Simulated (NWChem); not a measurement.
# Extrapolating the MP2 correlation energy of FNa

```
Na
F 1 1.8883
```
Charge 0, spin multiplicity 1.

All runs are NWChem calculations. The geometry was optimised at PBE0/def2-SVP, a minimum by its harmonic frequencies.

The correlated methods keep 2 core orbitals frozen. The structure started from a generated list of species.

Worked example. The MP2 correlation energy is -288.92 mHa in cc-pVTZ and -318.27 mHa in cc-pVQZ. The form E(X) = E∞ + A/X³ turns the pair into an estimate of the basis-set limit.

E∞ = (4³·(-318.27) − 3³·(-288.92))/(4³ − 3³) = -339.7 mHa. The larger basis holds 94 % of that, at about 4 times the processor time of the smaller one. This is a two-point estimate.
